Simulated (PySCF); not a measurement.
UHF on V²⁺ (vanadium, charge +2)

Configuration: [Ar] 3d3, high-spin 4F determinant. Computed with PySCF 2.14 in jorge-DZP-DKH (8s6p2d1f, 43 functions), with the spin-free X2C one-electron Hamiltonian (Gaussian nucleus).

```
Total energy                        : -947.401127 hartree
One-electron energy                 : -1287.5432 hartree
Hartree (Coulomb) energy            : 384.4837 hartree
Exchange energy                     : -44.3416 hartree
⟨S²⟩                                : 3.7519
⟨L²⟩                                : 12.025
Sum of ⟨r⟩                          : 14.25 bohr
Sum of ⟨r²⟩                         : 16.41 bohr²
Langevin diamagnetic susceptibility : -13.0 ×10⁻⁶ cm³/mol
Time after the integrals            : 0.12 s of wall time on 1 thread of Neoverse-V2 (shared host)
```

```csv
shell,electrons,mean orbital energy (eV),"rms radius, mean of both spins (bohr)"
1s β,1,-5537.1,0.0768
1s α,1,-5537.0,0.0768
2s α,1,-674.44,0.332
2s β,1,-672.81,0.332
2p α,3,-563.26,0.303
2p β,3,-561.64,0.303
3s α,1,-106.95,1.02
3s β,1,-101.09,1.02
3p α,3,-75.181,1.11
3p β,3,-67.992,1.11
3d α,3,-30.234,1.44
```

Densities and radii are taken from the X2C orbitals without a picture-change correction, which distorts them close to the nucleus.
